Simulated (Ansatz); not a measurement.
The cluster Rb2F2⁺, 4 atoms. Hardware: 4 threads of Arm Neoverse V2 on a shared host.

In the def2 sets Rb takes a core potential; there is no spin–orbit coupling. Correlated methods freeze 2 core orbitals; core or outer-core shells of Rb are correlated, in sets that lack core-valence functions. In CCSD on the charge 1 doublet the largest single amplitude is 0.16, so its Hartree–Fock determinant may place the open shell otherwise than the density functionals do.

Task: How many basis functions does each of these Ansatz runs have, and roughly what does it cost? PBE-D4/def2-TZVP, charge 0 singlet at the geometry of the charge 1 doublet, energy, from earlier orbitals; r2SCAN-D4/def2-TZVP, charge 0 singlet at the geometry of the charge 1 doublet, energy, from earlier orbitals; CCSD(T)/def2-TZVPP, charge 1 doublet, energy, from earlier orbitals; BHLYP-D4/def2-TZVP, charge 1 doublet, energy, from earlier orbitals; CCSD(T)/def2-TZVPP, charge 1 quartet, energy, from earlier orbitals; BLYP-D4/def2-TZVP, charge 1 doublet, energy, from earlier orbitals; RPA@PBE/def2-TZVP, charge 1 doublet, energy, from earlier orbitals; PBE0-D4/def2-TZVP, charge 1 quartet, relaxation, 23 steps; RPA@PBE/def2-TZVP, charge 1 quartet, energy, from earlier orbitals; PBE0-D4/def2-SVP, charge 1 doublet, energy, from earlier orbitals; ωB97X-V/def2-TZVP, charge 1 doublet, energy, from earlier orbitals; PBE0-D4/def2-TZVP, charge 0 singlet at the geometry of the charge 1 doublet, energy.

Result: Other jobs shared the machine, so times can vary by a factor of up to 3. A dash marks memory too small to be measured apart from the calling script's.

| run | functions | fitting or Cholesky vectors | wall time | peak host memory (GiB) |
| --- | --- | --- | --- | --- |
| PBE-D4/def2-TZVP, charge 0 singlet at the geometry of the charge 1 doublet, energy, from earlier orbitals | 128 | 960 | 1.1 s | – |
| PBE0-D4/def2-TZVP, charge 0 singlet at the geometry of the charge 1 doublet, energy | 128 | 960 | 1.2 s | – |
| PBE0-D4/def2-SVP, charge 1 doublet, energy, from earlier orbitals | 76 | 719 | 1.6 s | – |
| r2SCAN-D4/def2-TZVP, charge 0 singlet at the geometry of the charge 1 doublet, energy, from earlier orbitals | 128 | 960 | 1.9 s | – |
| BLYP-D4/def2-TZVP, charge 1 doublet, energy, from earlier orbitals | 128 | 960 | 2.2 s | – |
| BHLYP-D4/def2-TZVP, charge 1 doublet, energy, from earlier orbitals | 128 | 1062 | 2.3 s | – |
| RPA@PBE/def2-TZVP, charge 1 doublet, energy, from earlier orbitals | 128 | 1094 | 2.8 s | – |
| RPA@PBE/def2-TZVP, charge 1 quartet, energy, from earlier orbitals | 128 | 1096 | 5.5 s | – |
| ωB97X-V/def2-TZVP, charge 1 doublet, energy, from earlier orbitals | 128 | 960 | 8 s | 0.65 |
| CCSD(T)/def2-TZVPP, charge 1 quartet, energy, from earlier orbitals | 142 | 917 | 38 s | 1.7 |
| PBE0-D4/def2-TZVP, charge 1 quartet, relaxation, 23 steps | 128 | 960 | 43 s | – |
| CCSD(T)/def2-TZVPP, charge 1 doublet, energy, from earlier orbitals | 142 | 920 | 86 s | 2.7 |
